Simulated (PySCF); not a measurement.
**Two-component Hartree-Fock for Ru⁴²⁺ (ruthenium, charge +42)**

Start: 1s2. Calculated with PySCF 2.14 in an uncontracted even-tempered set (15 s from 84 bohr⁻², ratio 2.4; 10 p from 110 bohr⁻², ratio 2.4; 3 d from 340 bohr⁻², ratio 2.6; 3 f from 520 bohr⁻², ratio 2.6): generalised Hartree-Fock with the X2C-1e Hamiltonian and a Gaussian nucleus; one run each with spin-orbit coupling (SO) switched off, then screened by Boettger's factors.

```tsv
spinor shell	electrons	ε, spin-free (eV)	ε, screened SO (eV)	weight of nominal j (screened SO)	rms radius, screened SO (bohr)
1s1/2	2	-26267.2	-26267.2	1.000	0.0380
```

```json
{"quantity": "E (hartree)", "spin-free": "-1959.52320", "screened SO": "-1959.52320"}
{"quantity": "M_J", "spin-free": "0", "screened SO": "0"}
{"quantity": "⟨J²⟩", "spin-free": "0.000", "screened SO": "0.000"}
{"quantity": "⟨L²⟩", "spin-free": "0.000", "screened SO": "0.000"}
{"quantity": "⟨S²⟩", "spin-free": "0.000", "screened SO": "0.000"}
```

Breit and QED terms are absent; they matter most for the inner s and p1/2 levels.

Densities and radii are taken from the X2C orbitals without a picture-change correction, which distorts them close to the nucleus.

Without spin-orbit coupling the j labels of p, d and f shells carry no meaning; the spin-free column gives the mean over the occupied spinors of each nl shell.
